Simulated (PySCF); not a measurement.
## Dipole response of Co(2+) (cobalt, charge +2)

[Ar] 3d7, high-spin 4F determinant. Computed with PySCF 2.14 in dyall-av2z (16s12p7d2f, 101 functions), with no relativity, point nucleus. Coupled (time-dependent) response in atomic units; α is the mean over directions. A double-zeta set is small for polarisabilities.

| method | mean α (bohr³) | C₆ (like pair) | S(−4) |
| --- | --- | --- | --- |
| r2SCAN0 | 3.206 | 9.003 | 5.220 |

S(−4) is the Cauchy moment in α(ω) = α(0) + S(−4) ω² + …

α(iu) at r2SCAN0:

```
u (hartree)  α(iu) (bohr³)
          0          3.206
     0.0500          3.194
      0.100          3.156
      0.200          3.020
      0.300          2.836
      0.500          2.443
      0.750          2.031
       1.00          1.717
       1.50          1.273
       2.00         0.9788
       3.00         0.6325
       5.00         0.3357
```

For an ion, C₆ is the dispersion term alone; charge-induced terms of lower order in 1/R come first.
